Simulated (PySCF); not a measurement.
CCl₃, charge +1. Atoms are numbered in the order given.

```xyz
4

C      0.0000     0.0000     0.0000
Cl     1.6556     0.0000     0.0000
Cl    -0.8278     1.4338     0.0000
Cl    -0.8278    -1.4338     0.0000
```
Charge +1, spin multiplicity 1.

Coordinates come from a r2SCAN-D4/def2-SVP optimisation.

Calculation: SMD-PBE0/def2-SVP in PySCF.

Solvation free energies are E(SMD) − E(gas) at the gas-phase geometry, for 1 M in both phases.

Computed solvation free energies in water, benzene, methanol:
| solvent | ΔG(solv) (kcal/mol) | its non-electrostatic (CDS) part |
|---|---|---|
| water | -50.4 | 2.0 |
| benzene | -31.8 | -2.4 |
| methanol | -53.1 | -1.7 |
